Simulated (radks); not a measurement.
Results of a calculation; reference values are marked as such.
Species: Rh3+. Configuration: [Ar] 3d10 4s2 4p5.5 4d6 5s0.5 (fractional occupations, a model configuration). Level of theory: Dirac Kohn-Sham, revPBE, spin-unpolarised, spherical densities, finite nucleus; open shells fill j = l - 1/2 first; Fermi nuclear charge, rms radius 4.4945 fm (a radial shooting solver on a logarithmic mesh with Libxc functionals).

Unscreened Slater integrals over Kohn-Sham orbitals (hartree). Large and small components are both included. Empty in this configuration: 5p1/2.

F0(5s1/2,5s1/2): 0.36957
F0(5s1/2,4d5/2): 0.44212
G2(5s1/2,4d5/2): 0.076518
F0(5s1/2,4d3/2): 0.44283
G2(5s1/2,4d3/2): 0.074831
F0(5s1/2,4p3/2): 0.45803
G1(5s1/2,4p3/2): 0.035926
F0(5s1/2,5p1/2): 0.34222
G1(5s1/2,5p1/2): 0.22944
F0(4d5/2,4d5/2): 0.67236
F2(4d5/2,4d5/2): 0.33984
F4(4d5/2,4d5/2): 0.22362
F0(4d5/2,4d3/2): 0.67535
F2(4d5/2,4d3/2): 0.34130
G2(4d5/2,4d3/2): 0.34114
G4(4d5/2,4d3/2): 0.22449
F0(4d5/2,4p3/2): 0.74354
F2(4d5/2,4p3/2): 0.37151
G1(4d5/2,4p3/2): 0.46814
G3(4d5/2,4p3/2): 0.28744
F0(4d5/2,5p1/2): 0.39345
G3(4d5/2,5p1/2): 0.045076
F0(4d3/2,4d3/2): 0.67838
F2(4d3/2,4d3/2): 0.34282
F0(4d3/2,4p3/2): 0.74765
F2(4d3/2,4p3/2): 0.37451
G1(4d3/2,4p3/2): 0.47285
G3(4d3/2,4p3/2): 0.29043
F0(4d3/2,5p1/2): 0.39395
G1(4d3/2,5p1/2): 0.050728
F0(4p3/2,4p3/2): 0.84330
F2(4p3/2,4p3/2): 0.44396
F0(4p3/2,5p1/2): 0.40503
G2(4p3/2,5p1/2): 0.026757
F0(5p1/2,5p1/2): 0.32135
